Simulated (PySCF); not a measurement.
BiI2 (SMILES [I][Bi][I]), doublet (typed; the unrestricted solution is spin-contaminated), at a GFN2-xTB geometry (such geometries of metal compounds can be far from the true shape) (the spin is typed, not shown lowest) (core potentials on Bi, I); DF-CAMB3LYP/def2-TZVP run with PySCF.

The PySCF input:
```python
from pyscf import gto, scf, dft

mol = gto.M(
    atom='''
Bi    0.89619474    0.44438201    0.28746279
I    -1.04089611    1.21333620   -1.58129724
I    -0.36257867   -1.90925520    1.13111966
''',
    basis='def2-tzvp',
    ecp={'Bi': 'def2-tzvp', 'I': 'def2-tzvp'},
    spin=1,
    verbose=4,
    symmetry=True,
)

mf = dft.UKS(mol)
mf.xc = 'camb3lyp'
mf.irrep_nelec = {'A1': (14, 14), 'A2': (6, 5), 'B1': (7, 6), 'B2': (10, 11)}
mf = mf.density_fit(auxbasis='def2-universal-jkfit')
mf.kernel()
mf.analyze()
```

Q: Write the output that PySCF gives for this input, abridged.

A: 
```
PySCF version 2.14.0

[INPUT] verbose = 4
[INPUT] num. atoms = 3
[INPUT] num. electrons = 73
[INPUT] charge = 0
[INPUT] spin (= nelec alpha-beta = 2S) = 1
[INPUT] symmetry True subgroup None
[INPUT] Mole.unit = angstrom
[INPUT] Symbol           X                Y                Z      unit          X                Y                Z       unit  Magmom
[...]
nuclear repulsion = 296.305872909494
point group symmetry = C2v
symmetry origin: [ 7.99884086e-10 -1.69975372e-09 -1.69975357e-09]
symmetry axis x: [-0.48206484  0.51252593  0.71058473]
symmetry axis y: [ 0.16183524 -0.74499828  0.64713748]
symmetry axis z: [-0.86105914 -0.42695988 -0.27619272]
num. orbitals of irrep A1 = 54
num. orbitals of irrep A2 = 22
num. orbitals of irrep B1 = 29
num. orbitals of irrep B2 = 45
number of shells = 48
number of NR pGTOs = 281
number of NR cGTOs = 150
basis = def2-tzvp
ecp = {'Bi': 'def2-tzvp', 'I': 'def2-tzvp'}

******** <class 'pyscf.df.df_jk.DFSymAdaptedUKS'> ********
method = DFSymAdaptedUKS
initial guess = minao
damping factor = 0
level_shift factor = 0
DIIS = <class 'pyscf.scf.diis.CDIIS'>
diis_start_cycle = 1
diis_space = 8
diis_damp = 0
SCF conv_tol = 1e-09
SCF conv_tol_grad = None
SCF max_cycles = 50
direct_scf = False
number electrons alpha = 37  beta = 36
irrep_nelec {'A1': (14, 14), 'A2': (6, 5), 'B1': (7, 6), 'B2': (10, 11)}
XC library pyscf.dft.libxc version 7.1.2
    S. Lehtola, C. Steigemann, M. J. T. Oliveira, and M. A. L. Marques,  SoftwareX 7, 1–5 (2018)
XC functionals = camb3lyp
    T. Yanai, D. P. Tew, and N. C. Handy,  Chem. Phys. Lett. 393, 51 (2004)
radial grids:
    Treutler-Ahlrichs [JCP 102, 346 (1995); DOI:10.1063/1.469408] (M4) radial grids

becke partition: Becke, JCP 88, 2547 (1988); DOI:10.1063/1.454033
pruning grids: <function nwchem_prune>
grids dens level: 3
symmetrized grids: True
atomic radii adjust function: <function treutler_atomic_radii_adjust>
small_rho_cutoff = 0
Freeze 73 electrons in irreps ['A1', 'A2', 'B1', 'B2']
    0 free electrons in irreps
Set gradient conv threshold to 3.16228e-05
tot grids = 67360
******** <class 'pyscf.df.df.DF'> ********
auxbasis = def2-universal-jkfit
Create RSH-DF object <pyscf.df.df.DF object> for omega=0.33
******** <class 'pyscf.df.df.DF'> ********
auxbasis = auxmol.basis = def2-universal-jkfit
init E= -690.00293878124

cycle= 1 E= -806.410563359395  delta_E= -116  |g|= 3.33  |ddm|= 20.6

cycle= 2 E= -806.941253239326  delta_E= -0.531  |g|=  3.1  |ddm|= 8.23

[...]
converged SCF energy = -809.742147552727  <S^2> = 1.7788799  2S+1 = 2.8487751
Total Energy =                        -809.742147552727261
[...]
beta  MO #110 (A1 #39), energy= 1.599646483109 occ= 0
beta  MO #111 (B2 #33), energy= 1.62309478523881 occ= 0
beta  MO #112 (B1 #23), energy= 2.10737569941832 occ= 0
beta  MO #113 (A1 #40), energy= 2.14933486369276 occ= 0
beta  MO #114 (B2 #34), energy= 2.15980364006585 occ= 0
beta  MO #115 (B1 #24), energy= 2.16842681798546 occ= 0
beta  MO #116 (A2 #18), energy= 2.19069147918427 occ= 0
beta  MO #117 (B2 #35), energy= 2.37545758082932 occ= 0
beta  MO #118 (A1 #41), energy= 2.38346617829184 occ= 0
beta  MO #119 (A1 #42), energy= 3.03349352850321 occ= 0
beta  MO #120 (A2 #19), energy= 3.08774593768573 occ= 0
beta  MO #121 (B1 #25), energy= 3.089647934586 occ= 0
beta  MO #122 (A1 #43), energy= 3.08978345922496 occ= 0
beta  MO #123 (B2 #36), energy= 3.0905409868321 occ= 0
beta  MO #124 (A2 #20), energy= 3.0942498387052 occ= 0
beta  MO #125 (B2 #37), energy= 3.09720699769922 occ= 0
beta  MO #126 (B1 #26), energy= 3.10242558365182 occ= 0
beta  MO #127 (A1 #44), energy= 3.10393168747454 occ= 0
beta  MO #128 (B2 #38), energy= 3.13991872957835 occ= 0
beta  MO #129 (B1 #27), energy= 3.15828902826055 occ= 0
beta  MO #130 (A2 #21), energy= 3.16695822873944 occ= 0
beta  MO #131 (A1 #45), energy= 3.17254159822332 occ= 0
beta  MO #132 (B2 #39), energy= 3.29331958567319 occ= 0
beta  MO #133 (A1 #46), energy= 3.33333929973667 occ= 0
beta  MO #134 (A1 #47), energy= 4.22985315426303 occ= 0
beta  MO #135 (B2 #40), energy= 4.28283508151726 occ= 0
beta  MO #136 (B1 #28), energy= 34.5174554700771 occ= 0
beta  MO #137 (A1 #48), energy= 34.5175290439531 occ= 0
beta  MO #138 (A2 #22), energy= 34.5180149800805 occ= 0
beta  MO #139 (B2 #41), energy= 34.5208225483849 occ= 0
beta  MO #140 (B2 #42), energy= 34.655723787609 occ= 0
beta  MO #141 (A1 #49), energy= 34.6818915729903 occ= 0
beta  MO #142 (B1 #29), energy= 35.1722225919439 occ= 0
beta  MO #143 (A1 #50), energy= 35.2391698294777 occ= 0
beta  MO #144 (B2 #43), energy= 35.2877627735583 occ= 0
beta  MO #145 (A1 #51), energy= 35.5932092469089 occ= 0
beta  MO #146 (A1 #52), energy= 42.6887302703774 occ= 0
beta  MO #147 (B2 #44), energy= 42.7458439012477 occ= 0
beta  MO #148 (A1 #53), energy= 117.696599316793 occ= 0
beta  MO #149 (B2 #45), energy= 117.713017823282 occ= 0
beta  MO #150 (A1 #54), energy= 118.779619986491 occ= 0

WARN: Weak orthogonality for localized orbitals 4.626431872142734e-09

In total            37.00000 | 36.00000
Dipole moment(X, Y, Z, Debye):  1.42379,  0.70599,  0.45669
```
